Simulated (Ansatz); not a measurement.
Cost and result for the atomization energy of `C=C[Si](N)(N)Cl` (13 atoms, 12 bonds).

| atom | x (Å) | y (Å) | z (Å) |
| --- | --- | --- | --- |
| C1 | 1.139 | 0.422 | -1.966 |
| C2 | 0.202 | 0.661 | -1.054 |
| Si3 | -0.089 | -0.324 | 0.491 |
| N4 | 0.034 | 0.761 | 1.794 |
| N5 | -1.585 | -1.118 | 0.670 |
| Cl6 | 1.291 | -1.878 | 0.466 |
| H7 | 1.839 | -0.401 | -1.858 |
| H8 | 1.246 | 1.035 | -2.857 |
| H9 | -0.470 | 1.503 | -1.223 |
| H10 | 0.726 | 1.492 | 1.777 |
| H11 | -0.150 | 0.442 | 2.732 |
| H12 | -2.432 | -0.587 | 0.795 |
| H13 | -1.751 | -2.009 | 0.234 |

The species carries charge 0 and has multiplicity 1. Geometry: relaxed with PBE0-D4/def2-TZVP. It is one conformer, not always the lowest. Program: Ansatz. All runs use 2 threads of an AMD EPYC 7R13 on a shared host and a share of an NVIDIA H100 80 GB. Times are those of one run each, without the atoms' runs, and a repeat can differ threefold. Electronic energies, without spin–orbit coupling; frozen cores. CCSD(T)/CBS adds CCSD(T) − MP2 in def2-TZVPP to the MP2 limit, and its time is that of the two runs behind it. T1 = 0.010. B3LYP takes the VWN-RPA correlation (the form of Gaussian; ORCA's B3LYP/G).

CCSD(T)/CBS is a level of theory with its own doubt, some kJ/mol a heavy atom from the limit and from the frozen cores, so smaller differences don't rank the functionals.

```csv
level,functions,wall time
PBE-D4/def2-TZVPP (with forces),306,3.1 s
PBE0-D4/def2-TZVPP,306,3.2 s
r2SCAN-D4/def2-TZVPP (with forces),306,3.3 s
B3LYP-D4/def2-TZVPP (with forces),306,4.2 s
B2PLYP/def2-TZVPP,306,4.2 s
ωB97X-V/def2-TZVPP,306,4.8 s
MP2/def2-QZVPP,578,5.5 s
ωB97M-V/def2-TZVPP (with forces),306,6.5 s
CCSD(T)/def2-TZVPP,306,8.5 s
CCSD(T)/CBS(def2),–,14 s
```

Problem. What atomization energy does each give, and how far from CCSD(T)/CBS? (An estimate is asked.)

Solution. Computed: 
```csv
level,atomization (kcal/mol),difference from CCSD(T)/CBS,per bond
PBE-D4/def2-TZVPP (with forces),1214.1,23.0,1.9
PBE0-D4/def2-TZVPP,1192.5,1.4,0.1
r2SCAN-D4/def2-TZVPP (with forces),1188.6,-2.5,-0.2
B3LYP-D4/def2-TZVPP (with forces),1192.3,1.2,0.1
B2PLYP/def2-TZVPP,1177.0,-14.1,-1.2
ωB97X-V/def2-TZVPP,1194.5,3.4,0.3
MP2/def2-QZVPP,1196.5,5.4,0.5
ωB97M-V/def2-TZVPP (with forces),1197.1,6.0,0.5
CCSD(T)/def2-TZVPP,1153.8,-37.3,-3.1
CCSD(T)/CBS(def2),1191.1,0.0,0.0
```

The D4 term adds +13.2 kcal/mol with B3LYP and +7.0 kcal/mol with PBE0; it sums over pairs of atoms, weighted by their polarisabilities, and B3LYP, whose exchange is more repulsive, gets the larger term. From PBE to PBE0 (25 % exact exchange), in def2-TZVPP and without D4, the atomization energy moves by −20.5 kcal/mol: exact exchange takes away binding that semilocal exchange gives to molecules. In def2-TZVPP, CCSD(T) changes the Hartree–Fock value by +305.8 kcal/mol (the triples alone add +19.0 kcal/mol) and MP2 by +326.3 kcal/mol; breaking electron pairs costs correlation energy, which Hartree–Fock lacks.
